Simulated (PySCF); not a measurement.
propylene glycol cation (C₃H₈O₂), SMILES C(C)(CO)O (connectivity only; charge and spin as stated), charge +1, multiplicity 2.

Geometry: PBE-D3(BJ)/def2-SVP. The spin state was assumed, not searched. Other conformers were not sampled.

The numbers are results of CAM-B3LYP/def2-TZVP in PySCF, not measurements.

```yaml
total_energy: -269.22595 hartree
"α spin, highest occupied and lowest empty level": -14.68 and -3.46 eV
"β spin, highest occupied and lowest empty level": -16.59 and -8.99 eV
dipole_moment_about_the_centre_of_nuclear_charge: 2.30 D
mean_static_polarisability: 49.6 bohr³ (7.35 Å³)
polarisability_principal_values: 38.2, 46.8, 63.8 bohr³
"⟨S²⟩": 0.755 (pure state 0.75)
```
